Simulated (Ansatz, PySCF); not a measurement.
Reaction R1 → P1, each structure at its B3LYP-D3(BJ)/def2-TZVP stationary point, reached from a drawn start; harmonic modes at that level show minima.
R1, CHN (SMILES C#N) (charge 0, multiplicity 1):
```xyz
3

H      0.0000     0.0000    -1.0932
C      0.0000     0.0000    -0.0265
N      0.0000     0.0000     1.1197
```
P1, CHN (SMILES [C-]#[NH+]) (charge 0, multiplicity 1, Z-matrix in Å and degrees):
```
N
C 1 1.1640
H 1 0.9975 2 180.00
```

P less R. No zero-point or thermal terms.

Frozen-core correlation throughout.

Run with Ansatz (Gaussian basis) for Hartree–Fock, density functionals and correlated methods; PySCF for the D3/D4 terms. No computed number here is a measurement.

```tsv
level	reaction energy (kJ/mol)
HF/cc-pVDZ	46.3
PBE-D3(BJ)/def2-TZVPP	62.0
BLYP/def2-TZVPP	62.2
BLYP-D3(BJ)/def2-TZVPP	61.7
BLYP-D4/def2-TZVPP	62.0
r2SCAN/def2-TZVPP	60.2
CAM-B3LYP-D4/def2-TZVPP	54.9
B2PLYP-D4/def2-TZVPP	___
CCSD(T)/cc-pVQZ	___
```

Task: What belongs in the gaps?

Result: 
- B2PLYP-D4/def2-TZVPP, reaction energy (kJ/mol): 63.9
- CCSD(T)/cc-pVQZ, reaction energy (kJ/mol): 61.8

Ansatz is a program for electronic structure.
